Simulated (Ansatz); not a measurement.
System: SO₃, charge 0, singlet. SO3 (sulfur trioxide, SMILES O=S(=O)=O).
B3LYP-D3(BJ)/def2-TZVP minimum from Ansatz (an electronic-structure program):
```xyz
4

O     -0.7068    -1.2388    -0.0328
S      0.0000     0.0000     0.0000
O     -0.7195     1.2319     0.0059
O      1.4264     0.0069     0.0269
```

Total energies in cc-pV(D+d)Z, 24 correlated electrons, 8 frozen orbitals. UHF or UKS for unpaired electrons; spin-orbit terms are left out. Cores are frozen in correlated methods. No relativity.

| method | program | energy (Eh) | minus CCSDT(Q) (mEh) |
|---|---|---|---|
| HF | Ansatz | -622.03757 | 727.13 |
| MP2 | Ansatz | -622.74245 | 22.25 |
| CCSD | Ansatz | -622.73510 | 29.60 |
| CCSD(T) | Ansatz | -622.76077 | 3.93 |
| CCSDT(Q) | Ansatz | -622.76470 | 0.00 |

Rough core times of Ansatz's runs on a shared machine: CCSD(T) under 20 s, CCSDT(Q) 5 min.
